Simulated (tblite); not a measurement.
C₄H₁₃BOSi.
Bonds: C1–C2, C2–C3, C3–O4, O4–B5, B5–C6, C6–Si7. Hydrogens: H8, H9, H10 on C1; H11, H12 on C2; H13, H14 on C3; H15 on B5; H16, H17 on C6; H18, H19, H20 on Si7.

Computed with GFN2-xTB (tblite), gas phase: Langevin dynamics at 400 K from the optimised GFN2-xTB geometry, time step 0.5 fs, friction 0.01 fs⁻¹, 2000 steps. The instantaneous temperature is 2·E(kin)/(3Nk) with all 3N coordinates.

```json
{"t (fs)": "0", "T (K)": "328", "E(pot) above start (eV)": "0.000", "C1–C2 (Å)": "1.523", "C2–C3 (Å)": "1.530", "C3–O4 (Å)": "1.409", "O4–B5 (Å)": "1.330", "B5–C6 (Å)": "1.581", "C1–H8 (Å)": "1.087", "C1–C2–C3–O4 (°)": "-177"}
{"t (fs)": "25", "T (K)": "200", "E(pot) above start (eV)": "0.626", "C1–C2 (Å)": "1.550", "C2–C3 (Å)": "1.459", "C3–O4 (Å)": "1.422", "O4–B5 (Å)": "1.340", "B5–C6 (Å)": "1.604", "C1–H8 (Å)": "1.100", "C1–C2–C3–O4 (°)": "179"}
{"t (fs)": "50", "T (K)": "253", "E(pot) above start (eV)": "0.575", "C1–C2 (Å)": "1.573", "C2–C3 (Å)": "1.506", "C3–O4 (Å)": "1.439", "O4–B5 (Å)": "1.348", "B5–C6 (Å)": "1.527", "C1–H8 (Å)": "1.052", "C1–C2–C3–O4 (°)": "178"}
{"t (fs)": "75", "T (K)": "288", "E(pot) above start (eV)": "0.474", "C1–C2 (Å)": "1.545", "C2–C3 (Å)": "1.525", "C3–O4 (Å)": "1.407", "O4–B5 (Å)": "1.308", "B5–C6 (Å)": "1.631", "C1–H8 (Å)": "1.094", "C1–C2–C3–O4 (°)": "-176"}
{"t (fs)": "100", "T (K)": "286", "E(pot) above start (eV)": "0.657", "C1–C2 (Å)": "1.504", "C2–C3 (Å)": "1.549", "C3–O4 (Å)": "1.443", "O4–B5 (Å)": "1.291", "B5–C6 (Å)": "1.585", "C1–H8 (Å)": "1.155", "C1–C2–C3–O4 (°)": "-178"}
{"t (fs)": "125", "T (K)": "337", "E(pot) above start (eV)": "0.631", "C1–C2 (Å)": "1.503", "C2–C3 (Å)": "1.507", "C3–O4 (Å)": "1.431", "O4–B5 (Å)": "1.311", "B5–C6 (Å)": "1.640", "C1–H8 (Å)": "1.107", "C1–C2–C3–O4 (°)": "173"}
{"t (fs)": "150", "T (K)": "426", "E(pot) above start (eV)": "0.866", "C1–C2 (Å)": "1.566", "C2–C3 (Å)": "1.512", "C3–O4 (Å)": "1.435", "O4–B5 (Å)": "1.299", "B5–C6 (Å)": "1.633", "C1–H8 (Å)": "1.062", "C1–C2–C3–O4 (°)": "171"}
{"t (fs)": "175", "T (K)": "406", "E(pot) above start (eV)": "0.932", "C1–C2 (Å)": "1.554", "C2–C3 (Å)": "1.506", "C3–O4 (Å)": "1.466", "O4–B5 (Å)": "1.329", "B5–C6 (Å)": "1.511", "C1–H8 (Å)": "1.055", "C1–C2–C3–O4 (°)": "176"}
{"t (fs)": "200", "T (K)": "469", "E(pot) above start (eV)": "0.662", "C1–C2 (Å)": "1.505", "C2–C3 (Å)": "1.496", "C3–O4 (Å)": "1.471", "O4–B5 (Å)": "1.320", "B5–C6 (Å)": "1.595", "C1–H8 (Å)": "1.103", "C1–C2–C3–O4 (°)": "-172"}
{"t (fs)": "225", "T (K)": "298", "E(pot) above start (eV)": "0.911", "C1–C2 (Å)": "1.475", "C2–C3 (Å)": "1.561", "C3–O4 (Å)": "1.380", "O4–B5 (Å)": "1.296", "B5–C6 (Å)": "1.622", "C1–H8 (Å)": "1.118", "C1–C2–C3–O4 (°)": "-166"}
{"t (fs)": "250", "T (K)": "330", "E(pot) above start (eV)": "0.874", "C1–C2 (Å)": "1.508", "C2–C3 (Å)": "1.568", "C3–O4 (Å)": "1.434", "O4–B5 (Å)": "1.321", "B5–C6 (Å)": "1.638", "C1–H8 (Å)": "1.067", "C1–C2–C3–O4 (°)": "-173"}
{"t (fs)": "275", "T (K)": "333", "E(pot) above start (eV)": "0.873", "C1–C2 (Å)": "1.586", "C2–C3 (Å)": "1.540", "C3–O4 (Å)": "1.414", "O4–B5 (Å)": "1.319", "B5–C6 (Å)": "1.642", "C1–H8 (Å)": "1.085", "C1–C2–C3–O4 (°)": "-179"}
{"t (fs)": "300", "T (K)": "344", "E(pot) above start (eV)": "0.615", "C1–C2 (Å)": "1.577", "C2–C3 (Å)": "1.505", "C3–O4 (Å)": "1.362", "O4–B5 (Å)": "1.313", "B5–C6 (Å)": "1.531", "C1–H8 (Å)": "1.110", "C1–C2–C3–O4 (°)": "173"}
{"t (fs)": "325", "T (K)": "367", "E(pot) above start (eV)": "0.766", "C1–C2 (Å)": "1.544", "C2–C3 (Å)": "1.531", "C3–O4 (Å)": "1.425", "O4–B5 (Å)": "1.333", "B5–C6 (Å)": "1.617", "C1–H8 (Å)": "1.066", "C1–C2–C3–O4 (°)": "169"}
{"t (fs)": "350", "T (K)": "341", "E(pot) above start (eV)": "0.945", "C1–C2 (Å)": "1.481", "C2–C3 (Å)": "1.501", "C3–O4 (Å)": "1.434", "O4–B5 (Å)": "1.327", "B5–C6 (Å)": "1.641", "C1–H8 (Å)": "1.094", "C1–C2–C3–O4 (°)": "178"}
{"t (fs)": "375", "T (K)": "328", "E(pot) above start (eV)": "0.767", "C1–C2 (Å)": "1.504", "C2–C3 (Å)": "1.520", "C3–O4 (Å)": "1.385", "O4–B5 (Å)": "1.298", "B5–C6 (Å)": "1.564", "C1–H8 (Å)": "1.109", "C1–C2–C3–O4 (°)": "167"}
{"t (fs)": "400", "T (K)": "451", "E(pot) above start (eV)": "0.838", "C1–C2 (Å)": "1.567", "C2–C3 (Å)": "1.547", "C3–O4 (Å)": "1.425", "O4–B5 (Å)": "1.319", "B5–C6 (Å)": "1.613", "C1–H8 (Å)": "1.053", "C1–C2–C3–O4 (°)": "168"}
{"t (fs)": "425", "T (K)": "366", "E(pot) above start (eV)": "0.870", "C1–C2 (Å)": "1.612", "C2–C3 (Å)": "1.524", "C3–O4 (Å)": "1.447", "O4–B5 (Å)": "1.327", "B5–C6 (Å)": "1.545", "C1–H8 (Å)": "1.094", "C1–C2–C3–O4 (°)": "170"}
{"t (fs)": "450", "T (K)": "440", "E(pot) above start (eV)": "0.859", "C1–C2 (Å)": "1.569", "C2–C3 (Å)": "1.489", "C3–O4 (Å)": "1.431", "O4–B5 (Å)": "1.307", "B5–C6 (Å)": "1.565", "C1–H8 (Å)": "1.062", "C1–C2–C3–O4 (°)": "176"}
{"t (fs)": "475", "T (K)": "432", "E(pot) above start (eV)": "0.882", "C1–C2 (Å)": "1.503", "C2–C3 (Å)": "1.518", "C3–O4 (Å)": "1.403", "O4–B5 (Å)": "1.331", "B5–C6 (Å)": "1.701", "C1–H8 (Å)": "1.119", "C1–C2–C3–O4 (°)": "180"}
{"t (fs)": "500", "T (K)": "406", "E(pot) above start (eV)": "0.837", "C1–C2 (Å)": "1.540", "C2–C3 (Å)": "1.558", "C3–O4 (Å)": "1.422", "O4–B5 (Å)": "1.293", "B5–C6 (Å)": "1.554", "C1–H8 (Å)": "1.119", "C1–C2–C3–O4 (°)": "175"}
{"t (fs)": "525", "T (K)": "381", "E(pot) above start (eV)": "0.866", "C1–C2 (Å)": "1.544", "C2–C3 (Å)": "1.571", "C3–O4 (Å)": "1.480", "O4–B5 (Å)": "1.343", "B5–C6 (Å)": "1.540", "C1–H8 (Å)": "1.080", "C1–C2–C3–O4 (°)": "178"}
{"t (fs)": "550", "T (K)": "356", "E(pot) above start (eV)": "0.686", "C1–C2 (Å)": "1.518", "C2–C3 (Å)": "1.500", "C3–O4 (Å)": "1.422", "O4–B5 (Å)": "1.307", "B5–C6 (Å)": "1.588", "C1–H8 (Å)": "1.059", "C1–C2–C3–O4 (°)": "173"}
{"t (fs)": "575", "T (K)": "288", "E(pot) above start (eV)": "0.817", "C1–C2 (Å)": "1.545", "C2–C3 (Å)": "1.543", "C3–O4 (Å)": "1.388", "O4–B5 (Å)": "1.307", "B5–C6 (Å)": "1.613", "C1–H8 (Å)": "1.068", "C1–C2–C3–O4 (°)": "172"}
{"t (fs)": "600", "T (K)": "430", "E(pot) above start (eV)": "0.653", "C1–C2 (Å)": "1.530", "C2–C3 (Å)": "1.570", "C3–O4 (Å)": "1.409", "O4–B5 (Å)": "1.332", "B5–C6 (Å)": "1.604", "C1–H8 (Å)": "1.115", "C1–C2–C3–O4 (°)": "175"}
{"t (fs)": "625", "T (K)": "361", "E(pot) above start (eV)": "0.770", "C1–C2 (Å)": "1.534", "C2–C3 (Å)": "1.525", "C3–O4 (Å)": "1.464", "O4–B5 (Å)": "1.355", "B5–C6 (Å)": "1.599", "C1–H8 (Å)": "1.086", "C1–C2–C3–O4 (°)": "180"}
{"t (fs)": "650", "T (K)": "324", "E(pot) above start (eV)": "0.814", "C1–C2 (Å)": "1.511", "C2–C3 (Å)": "1.541", "C3–O4 (Å)": "1.419", "O4–B5 (Å)": "1.320", "B5–C6 (Å)": "1.559", "C1–H8 (Å)": "1.091", "C1–C2–C3–O4 (°)": "180"}
{"t (fs)": "675", "T (K)": "332", "E(pot) above start (eV)": "0.810", "C1–C2 (Å)": "1.517", "C2–C3 (Å)": "1.565", "C3–O4 (Å)": "1.404", "O4–B5 (Å)": "1.324", "B5–C6 (Å)": "1.618", "C1–H8 (Å)": "1.100", "C1–C2–C3–O4 (°)": "-175"}
{"t (fs)": "700", "T (K)": "294", "E(pot) above start (eV)": "0.698", "C1–C2 (Å)": "1.538", "C2–C3 (Å)": "1.558", "C3–O4 (Å)": "1.446", "O4–B5 (Å)": "1.371", "B5–C6 (Å)": "1.582", "C1–H8 (Å)": "1.118", "C1–C2–C3–O4 (°)": "-168"}
{"t (fs)": "725", "T (K)": "302", "E(pot) above start (eV)": "0.864", "C1–C2 (Å)": "1.568", "C2–C3 (Å)": "1.518", "C3–O4 (Å)": "1.368", "O4–B5 (Å)": "1.350", "B5–C6 (Å)": "1.511", "C1–H8 (Å)": "1.074", "C1–C2–C3–O4 (°)": "-169"}
{"t (fs)": "750", "T (K)": "335", "E(pot) above start (eV)": "0.786", "C1–C2 (Å)": "1.540", "C2–C3 (Å)": "1.524", "C3–O4 (Å)": "1.350", "O4–B5 (Å)": "1.354", "B5–C6 (Å)": "1.641", "C1–H8 (Å)": "1.063", "C1–C2–C3–O4 (°)": "-174"}
{"t (fs)": "775", "T (K)": "286", "E(pot) above start (eV)": "0.873", "C1–C2 (Å)": "1.497", "C2–C3 (Å)": "1.578", "C3–O4 (Å)": "1.412", "O4–B5 (Å)": "1.332", "B5–C6 (Å)": "1.638", "C1–H8 (Å)": "1.084", "C1–C2–C3–O4 (°)": "174"}
{"t (fs)": "800", "T (K)": "339", "E(pot) above start (eV)": "0.795", "C1–C2 (Å)": "1.496", "C2–C3 (Å)": "1.569", "C3–O4 (Å)": "1.466", "O4–B5 (Å)": "1.299", "B5–C6 (Å)": "1.606", "C1–H8 (Å)": "1.114", "C1–C2–C3–O4 (°)": "170"}
{"t (fs)": "825", "T (K)": "430", "E(pot) above start (eV)": "0.648", "C1–C2 (Å)": "1.525", "C2–C3 (Å)": "1.523", "C3–O4 (Å)": "1.465", "O4–B5 (Å)": "1.289", "B5–C6 (Å)": "1.600", "C1–H8 (Å)": "1.110", "C1–C2–C3–O4 (°)": "179"}
{"t (fs)": "850", "T (K)": "262", "E(pot) above start (eV)": "1.029", "C1–C2 (Å)": "1.518", "C2–C3 (Å)": "1.520", "C3–O4 (Å)": "1.415", "O4–B5 (Å)": "1.330", "B5–C6 (Å)": "1.669", "C1–H8 (Å)": "1.086", "C1–C2–C3–O4 (°)": "-179"}
{"t (fs)": "875", "T (K)": "340", "E(pot) above start (eV)": "0.854", "C1–C2 (Å)": "1.502", "C2–C3 (Å)": "1.510", "C3–O4 (Å)": "1.405", "O4–B5 (Å)": "1.313", "B5–C6 (Å)": "1.595", "C1–H8 (Å)": "1.085", "C1–C2–C3–O4 (°)": "180"}
{"t (fs)": "900", "T (K)": "391", "E(pot) above start (eV)": "0.730", "C1–C2 (Å)": "1.551", "C2–C3 (Å)": "1.509", "C3–O4 (Å)": "1.428", "O4–B5 (Å)": "1.316", "B5–C6 (Å)": "1.556", "C1–H8 (Å)": "1.064", "C1–C2–C3–O4 (°)": "175"}
{"t (fs)": "925", "T (K)": "403", "E(pot) above start (eV)": "0.662", "C1–C2 (Å)": "1.580", "C2–C3 (Å)": "1.491", "C3–O4 (Å)": "1.398", "O4–B5 (Å)": "1.323", "B5–C6 (Å)": "1.602", "C1–H8 (Å)": "1.055", "C1–C2–C3–O4 (°)": "175"}
{"t (fs)": "950", "T (K)": "350", "E(pot) above start (eV)": "0.815", "C1–C2 (Å)": "1.595", "C2–C3 (Å)": "1.548", "C3–O4 (Å)": "1.375", "O4–B5 (Å)": "1.301", "B5–C6 (Å)": "1.635", "C1–H8 (Å)": "1.113", "C1–C2–C3–O4 (°)": "172"}
{"t (fs)": "975", "T (K)": "252", "E(pot) above start (eV)": "1.006", "C1–C2 (Å)": "1.504", "C2–C3 (Å)": "1.606", "C3–O4 (Å)": "1.423", "O4–B5 (Å)": "1.323", "B5–C6 (Å)": "1.559", "C1–H8 (Å)": "1.087", "C1–C2–C3–O4 (°)": "169"}
{"t (fs)": "1000", "T (K)": "411", "E(pot) above start (eV)": "0.907", "C1–C2 (Å)": "1.513", "C2–C3 (Å)": "1.577", "C3–O4 (Å)": "1.446", "O4–B5 (Å)": "1.316", "B5–C6 (Å)": "1.614", "C1–H8 (Å)": "1.071", "C1–C2–C3–O4 (°)": "172"}
```

Q: From 500 fs on, how do temperature and potential energy compare with equipartition?

A: The mean temperature of these 21 frames is 346 K against the target 400 K, and the mean potential energy 0.81 eV against 54 × kT/2 = 0.93 eV for 54 classical harmonic modes. For 20 atoms in a canonical ensemble the temperature itself scatters by T·√(2/(3N)) = 73 K; here its standard deviation is 52 K. The whole run lasts only 10 friction times of 100 fs, so these averages carry a wide statistical error.

Q: What are the kinetic and total energies of the listed frame with the highest potential energy?

A: The one at 850 fs, 1.029 eV above the start. Its kinetic energy is 3NkT/2 = 0.678 eV at 262 K, so the sum is 1.71 eV; over the listed frames the sum runs from 0.85 to 2.00 eV, since the thermostat adds and removes energy.

Q: How much do the listed bonds fluctuate from 500 fs on?

A: 
| bond | at the start (Å) | mean (Å) | standard deviation (Å) |
| --- | --- | --- | --- |
| C1–C2 | 1.523 | 1.532 | 0.026 |
| C2–C3 | 1.530 | 1.543 | 0.030 |
| C3–O4 | 1.409 | 1.419 | 0.033 |
| O4–B5 | 1.330 | 1.324 | 0.021 |
| B5–C6 | 1.581 | 1.594 | 0.037 |
| C1–H8 | 1.087 | 1.088 | 0.020 |

The motion is classical and holds no zero-point motion.

The cost below is that of the whole dynamics run. Time: 12 s; peak memory 0.18 GiB. Hardware: an Arm Neoverse V2 with one thread, shared host.
